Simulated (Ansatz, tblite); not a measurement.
Removing and adding an electron: Ge19PH36. The state is a doublet with charge 0. Geometry: PBE-D4/def2-SVP. Ansatz, gas phase; energy differences of separate SCF runs; the oxidised species was run as a singlet alone; the reduced species was run as a singlet alone.

```xyz
56

Ge   -1.696    2.106   -3.183
Ge   -2.304   -1.458   -5.139
Ge   -0.715   -3.547   -2.005
Ge   -1.199    5.421   -0.862
Ge    0.449    3.222    2.167
Ge    1.915   -1.780    2.898
Ge    1.302   -5.388    1.072
Ge    2.492    1.507    5.306
Ge   -3.254    0.304   -3.732
Ge   -2.710    3.628   -1.558
P     0.301    1.213   -2.305
Ge   -1.847   -1.924   -0.558
Ge   -0.338   -2.589   -4.224
Ge    1.423   -4.386   -1.154
Ge   -0.459    1.050    1.487
Ge    0.852    4.672    0.240
Ge    2.595    2.908    3.305
Ge    0.643   -3.870    2.872
Ge    1.316   -0.609    4.964
Ge    1.412   -0.415    0.920
H    -1.401    2.917   -4.484
H    -1.940   -0.835   -6.519
H    -3.404   -2.532   -5.389
H    -1.679   -4.763   -2.198
H    -0.833    6.262   -2.121
H    -1.956    6.362    0.121
H    -0.543    3.942    3.131
H     3.434   -2.130    2.944
H     0.312   -6.588    1.011
H     2.708   -5.965    1.416
H     1.791    2.307    6.443
H     3.946    1.201    5.773
H    -4.449    0.940   -4.507
H    -3.823   -0.304   -2.421
H    -3.962    4.271   -2.227
H    -3.203    2.828   -0.322
H     0.731    0.672   -3.570
H     1.037    2.438   -2.499
H    -3.401   -2.118   -0.598
H    -1.410   -2.038    0.939
H     0.071   -3.735   -5.197
H     0.856   -1.595   -4.157
H     1.908   -5.473   -2.163
H     2.476   -3.244   -1.171
H    -1.462    1.205    0.311
H    -1.237    0.433    2.686
H     1.757    3.923   -0.778
H     1.641    5.930    0.713
H     3.577    2.257    2.289
H     3.178    4.302    3.682
H    -0.873   -3.548    2.757
H     0.861   -4.608    4.228
H    -0.214   -0.334    4.941
H     1.598   -1.544    6.178
H     1.081   -1.341   -0.280
H     2.652    0.439    0.531
```

The xTB rows come from tblite. Single mean-field runs in def2-TZVP are fitted with def2-universal-jkfit.

**Question.** Estimate orbital energies and vertical ionisation energies and electron affinities at: GFN1-xTB; GFN2-xTB; PBE-D4/def2-TZVP; PBE0-D4/def2-TZVP; r2SCAN0-D4/def2-TZVP.

**Answer.** 
```csv
level,−HOMO (eV),vertical IE (eV),−LUMO (eV),vertical EA (eV),HOMO–LUMO gap (eV),IE − EA (eV)
GFN1-xTB,–,12.17,–,–,–,–
GFN2-xTB,–,10.72,–,6.87,–,3.84
PBE-D4/def2-TZVP,5.11,7.02,3.96,2.25,1.15,4.78
PBE0-D4/def2-TZVP,6.11,7.35,3.11,2.14,3.00,5.21
r2SCAN0-D4/def2-TZVP,6.38,7.53,2.93,2.07,3.45,5.46
```

   HOMO and LUMO are the levels of the spin that leaves or enters (xTB has no such levels and no spin-polarisation term). Other spin states of the ions may lie lower, which would lower the ionisation energy or raise the affinity. Raw xTB energy differences between charge states are shifted by several eV; the methods need an empirical correction for them. Sets without diffuse functions give affinities that are too small.
